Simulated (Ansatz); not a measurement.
## Ligand exchange: C2H7GeN + GaH2(OH) → C2H6GeO + GaH2(NH2)

Species: C2H7GeN `C[CH2][Ge][NH2]`, singlet; GaH2(OH), singlet; C2H6GeO `C[CH2][Ge][OH]`, singlet; GaH2(NH2), singlet. The partners trade NH2 for OH: Ge–NH2 and Ga–OH bonds give way to Ge–OH and Ga–NH2.

Shapes, held fixed at every level: PBE0-D4/def2-TZVP. Flexible molecules stand in one conformer, not always the lowest. Programs: Ansatz 0.2.0. The zero-point and thermal change to 298 K, harmonic and unscaled (PBE0-D4/def2-TZVP), is -1.4 kJ/mol.

(1) Estimate ΔH(298 K) of this reaction.

Results:

(1) The highest level, CCSD(T)/def2-TZVPP, gives ΔH(298 K) = +3.3 kJ/mol; the levels span -0.5 to +5.8. That is about zero within the method's error. They disagree on the sign: 6 of 7 are positive. The column of differences is taken from that level and isn't an error. No measured value is set beside it here. Relativity is left out for Ga, Ge. Outer-core shells of Ga, Ge are correlated in most correlated rows, in sets that cover them unevenly.

| level | kind | ΔH(298 K) (kJ/mol) | less CCSD(T)/def2-TZVPP |
| --- | --- | --- | --- |
| HF/def2-SVP | Hartree–Fock | +5.7 | +2.4 |
| B3LYP-D4/def2-TZVPP | global hybrid | +0.8 | -2.5 |
| PBE0-D4/def2-TZVPP | global hybrid | +1.0 | -2.3 |
| wB97M-V/def2-TZVPP | range-separated hybrid | -0.5 | -3.8 |
| MP2/def2-SVP | perturbation theory | +5.8 | +2.5 |
| CCSD/def2-TZVPP | coupled cluster or CI | +3.4 | +0.1 |
| CCSD(T)/def2-TZVPP | coupled cluster or CI | +3.3 | 0.0 |
